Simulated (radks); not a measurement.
The numbers below are computed, except where a source is named.
Q: These are the eigenvalues of the occupied orbitals of an atom or ion with whole-number occupations (eV). Code: a radial shooting solver on a logarithmic mesh with Libxc functionals. Model: scalar-relativistic Kohn-Sham, PBE, spin-unpolarised, spherical densities, finite nucleus; Fermi nuclear charge, rms radius of each element as measured or else 0.836 A^(1/3) + 0.57 fm.

orbital  eigenvalue
1s        -7145.401
2s        -970.2540
2p        -848.8007
3s        -227.8794
3p        -192.4112
3d        -136.8093

Which element is it, and in what charge state? The configuration may be excited.

A: Z = 26, iron, charge +7: Fe7+ in [Ar] 3d1. The list shows which subshells hold electrons but not how many an open one holds; the 1s level, -262.59 hartree, gives Z - s = 22.9 by -(Z - s)^2/2, which with screening and relativity narrows Z to a few neighbours, and the depths of the outer levels then fix element, charge and occupations together.
